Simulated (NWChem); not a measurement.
ZnCl, doublet; SMILES [Cl][Zn]

```xyz
2

Zn     0.0000     0.0000    -0.7759
Cl     0.0000     0.0000     1.3868
```
Atoms are numbered in this order, from 1.

Level: PBE0/def2-SVP, spin-unrestricted (NWChem), optimised geometry, unscaled harmonic frequencies. This spin state was assumed; another may lie lower.

Question: List the harmonic frequencies with IR intensities, and the thermochemistry.

Answer: 
```json
[
 {"frequency (cm⁻¹)": "380", "IR intensity (km/mol)": "35.6"}
]
```

```
Quantity                                                                           Value
-----------------------------------------------------------------------  ---------------
zero-point energy                                                           0.5 kcal/mol
thermal correction to the enthalpy at 298.15 K (with zero-point energy)     2.8 kcal/mol
heat capacity Cv                                                         6.5 cal/(mol K)
dipole moment                                                                     3.26 D
```

Rigid rotor and harmonic oscillator.
